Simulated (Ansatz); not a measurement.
Ti2N2, relaxed as a singlet with RKS r2SCAN-D4/def2-SVP in Ansatz, starting from packed atoms. Force threshold 0.02 eV/Å.

The restricted singlet is unstable towards broken spin symmetry at other levels; at r2SCAN-D4/def2-SVP this wasn't settled. At r2SCAN-D4/def2-SVP a triplet of charge 0 lies 0.44 eV below the restricted singlet, each at its own geometry. The structure comes from a short search, and lower isomers may exist.

Start:

```xyz
4

Ti    0.573    0.306    1.732
Ti   -0.029    0.633   -1.884
N    -1.141    0.385    0.141
N     0.597   -1.324    0.010
```

| step | energy (eV) | largest force component (eV/Å) | SCF passes |
| --- | --- | --- | --- |
| 1 | -49186.6238 | 5.961 | 259 |
| 2 | -49190.6755 | 7.623 | 139 |
| 3 | -49194.3016 | 6.570 | 60 |
| 4 | -49196.7052 | 3.326 | 48 |
| 5 | -49198.2073 | 2.710 | 53 |
| 6 | -49198.5222 | 4.180 | 53 |
| 7 | -49198.7570 | 0.203 | 48 |
| 8 | -49198.7644 | 0.075 | 46 |
| 9 | -49198.7652 | 0.008 | 40 |

Force components are those of the run's own axes.

End:

```xyz
4

Ti    0.150   -0.053    1.244
Ti   -0.143    0.060   -1.244
N    -0.903    0.842    0.145
N     0.897   -0.849   -0.144
```

By distances, no bond broke or formed, bridged metal pairs apart. The bond that changes most is Ti2–N4, from 2.79 to 1.77 Å (atoms count from 1). Metal–metal contacts that move far: Ti1–Ti2 3.68 to 2.51 Å.

No frequencies were taken in this run, so the end may be a saddle point.

It took 42 s on 4 threads of Arm Neoverse V2 on a shared host.
